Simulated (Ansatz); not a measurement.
Program: Ansatz. Geometries: PBE0-D4/def2-TZVP. ΔE: electronic, gas phase. CCSD(T)/CBS adds triple-zeta CCSD(T) − MP2 to the extrapolated MP2 energy (def2 sets, frozen cores). This one scheme is used for every species. Functionals use def2-TZVPP. B3LYP here is the variant with VWN-RPA as its local correlation; programs differ in this. For Ge outer-core shells are correlated without core-valence functions, which leaves a few kJ/mol of doubt a bond. Scalar relativity is left out up to krypton. One conformer a species, not always the lowest.

Reaction (hydrogenolysis of the Si–O bond): `O[SiH]1[O][GeH2]1` + H₂ → `[O]1[SiH2][GeH2]1` + H₂O

```
             level  ΔE (kcal/mol)  difference from CCSD(T)/CBS
            PBE-D4           20.5                         -0.3
         r2SCAN-D4           22.9                          2.1
           PBE0-D4           19.9                         -0.9
          B3LYP-D4           21.7                          0.9
           ωB97X-V           21.1                          0.3
           ωB97M-V           21.8                          1.0
            B2PLYP           21.5                          0.7
            r2SCAN           22.7                          1.9
             B3LYP           20.6                         -0.2
     HF/def2-TZVPP           19.2                         -1.6
   CCSD/def2-TZVPP           20.2                         -0.6
CCSD(T)/def2-TZVPP           20.8                          0.0
    MP2/def2-QZVPP           22.4                          1.6
SCS-MP2/def2-QZVPP           21.6                          0.8
     MP2/CBS(def2)           22.3                          1.5
    CCSD/CBS(def2)           20.2                         -0.6
       CCSD(T)/CBS           20.8                            0
```

Largest T1 diagnostic among the species: 0.014.

In def2-TZVPP, CCSD(T) changes the Hartree–Fock value by +1.6 kcal/mol (the triples alone add +0.7 kcal/mol) and MP2 by +3.1 kcal/mol. The D4 term adds +1.2 kcal/mol with B3LYP and +0.6 kcal/mol with PBE0; it sums over pairs of atoms, weighted by their polarisabilities, and B3LYP, whose exchange is more repulsive, gets the larger term.
